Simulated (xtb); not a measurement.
CHCl, singlet, geometry from GFN2-xTB; GFN1-xTB in xtb.

xtb was given this input:
```
$ xtb mol.xyz --gfn 1 --opt --json

# file mol.xyz
3

C     -1.02555045     0.51141695     0.04925011
Cl     0.46670147    -0.16319083    -0.01323040
H     -1.78062225    -0.29425759    -0.07058381
```

Question: Write the output that xtb gives for this input, abridged.

Answer: 
```
   ID    Z sym.   atoms
    1    6 C      1
    2   17 Cl     2
    3    1 H      3

           -------------------------------------------------
          |                Calculation Setup                |
           -------------------------------------------------

           -------------------------------------------------
          |                 G F N 1 - x T B                 |
           -------------------------------------------------

          ...................................................
          :                      SETUP                      :
          :.................................................:
          :  # basis functions                  16          :
          :  # atomic orbitals                  15          :
          :  # shells                            7          :
          :  # electrons                        12          :
          :  # halogen bonds                     0          :
          :  max. iterations                   250          :
          :  Hamiltonian                  GFN1-xTB          :
          :  restarted?                      false          :
          :  GBSA solvation                  false          :
          :  PC potential                    false          :
          :  electronic temp.          300.0000000     K    :
          :  accuracy                    1.0000000          :
          :  -> integral cutoff          0.2500000E+02      :
          :  -> integral neglect         0.1000000E-07      :
          :  -> SCF convergence          0.1000000E-05 Eh   :
          :  -> wf. convergence          0.2000000E-04 e    :
          :  Broyden damping             0.4000000          :
          :  net charge                          0          :
          :  unpaired electrons                  0          :
          ...................................................

 iter      E             dE          RMSdq      gap      omega  full diag
   1     -6.7881753 -0.678818E+01  0.515E+00    1.45       0.0  T
   2     -6.7914971 -0.332186E-02  0.285E+00    1.42       1.0  T
   3     -6.7919178 -0.420635E-03  0.484E-01    1.38       1.0  T
   4     -6.7919578 -0.400386E-04  0.120E-01    1.39       1.0  T
   5     -6.7919741 -0.162764E-04  0.288E-03    1.39      20.0  T
   6     -6.7919741 -0.392358E-08  0.761E-04    1.39      75.9  T
   7     -6.7919741 -0.132236E-09  0.191E-05    1.39    3016.3  T
   8     -6.7919741 -0.357936E-12  0.313E-06    1.39   18447.4  T

[...]
         :: total energy              -6.762086095228 Eh    ::
 * total energy  :    -6.7620861 Eh     change       -0.7105427E-14 Eh
 * total energy  :    -6.7621389 Eh     change       -0.5278885E-04 Eh
 * total energy  :    -6.7621413 Eh     change       -0.2374418E-05 Eh
   *** GEOMETRY OPTIMIZATION CONVERGED AFTER 3 ITERATIONS ***
         :: total energy              -6.762141258493 Eh    ::
[...]
         2        2.0000           -0.6006543             -16.3446
         3        2.0000           -0.5325028             -14.4901
         4        2.0000           -0.4997090             -13.5978
         5        2.0000           -0.4822881             -13.1237
         6        2.0000           -0.3834640             -10.4346 (HOMO)
         7                         -0.3331553              -9.0656 (LUMO)
         8                         -0.1575405              -4.2869
         9                         -0.0728157              -1.9814
        10                         -0.0552096              -1.5023
        11                         -0.0548546              -1.4927
        12                         -0.0354772              -0.9654
        13                         -0.0157154              -0.4276
        14                          0.2861691               7.7871
        15                          0.3703091              10.0766
      -------------------------------------------------------------
                  HL-Gap            0.0503087 Eh            1.3690 eV
             Fermi-level           -0.3583096 Eh           -9.7501 eV

  Mulliken/CM5 charges         n(s)   n(p)   n(d)
     1C    -0.03296 -0.07963   1.425  2.608  0.000
     2Cl    0.03343  0.02879   1.931  5.011  0.025
     3H    -0.00047  0.05083   1.000  0.000  0.000

Wiberg/Mayer (AO) data.
largest (>0.10) Wiberg bond orders for each atom

 ---------------------------------------------------------------------------
     #   Z sym  total        # sym  WBO       # sym  WBO       # sym  WBO
 ---------------------------------------------------------------------------
     1   6 C    2.574 --     2 Cl   1.542     3 H    1.032
     2  17 Cl   1.561 --     1 C    1.542
     3   1 H    1.050 --     1 C    1.032
 ---------------------------------------------------------------------------

Topologies differ in total number of bonds
Writing topology from bond orders to xtbtopo.mol

 dipole moment from electron density (au)
     X       Y       Z
   0.0903  -0.6503  -0.0843  total (Debye):    1.682

optimized geometry written to: xtbopt.xyz

           -------------------------------------------------
          | TOTAL ENERGY               -6.762141258493 Eh   |
          | GRADIENT NORM               0.000910671511 Eh/α |
          | HOMO-LUMO GAP               1.368969992740 eV   |
           -------------------------------------------------
```
